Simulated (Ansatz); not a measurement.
Mulliken charges of ClGaH$_{4}$O$_{2}$Si (`[OH][Ga]([Cl])[O][SiH3]`) from r2SCAN/def2-TZVPP in Ansatz (PBE0-D4/def2-TZVP geometry).

| atom | x (Å) | y (Å) | z (Å) | charge (e) |
| --- | --- | --- | --- | --- |
| O1 | 2.745 | 0.652 | 0.921 | -0.395 |
| Ga2 | 1.092 | 0.884 | 0.352 | 0.680 |
| Cl3 | 0.346 | 2.839 | 0.044 | -0.244 |
| O4 | 0.072 | -0.523 | 0.043 | -0.440 |
| Si5 | -1.455 | -0.817 | -0.477 | 0.433 |
| H6 | 2.972 | -0.276 | 1.023 | 0.205 |
| H7 | -2.445 | -0.023 | 0.299 | -0.078 |
| H8 | -1.595 | -0.474 | -1.917 | -0.081 |
| H9 | -1.731 | -2.263 | -0.289 | -0.079 |

Question: By hand: the dipole of these point charges (1 e Å = 4.8032 D).

Answer: Σ q r = (-0.022, -0.310, 0.004) e Å, of length 0.311 e Å = 1.49 D.

Question: How does the dipole of the full density compare? (An estimate is asked.)

Answer: Computed: (0.055, -0.310, 0.028) e Å, 1.52 D; the point charges give 0.98 times that, at 15° from its direction.

Point charges leave out the atoms' own dipoles, such as those of lone pairs, and Mulliken's split depends on the basis, so the close match here is no proof of good charges.
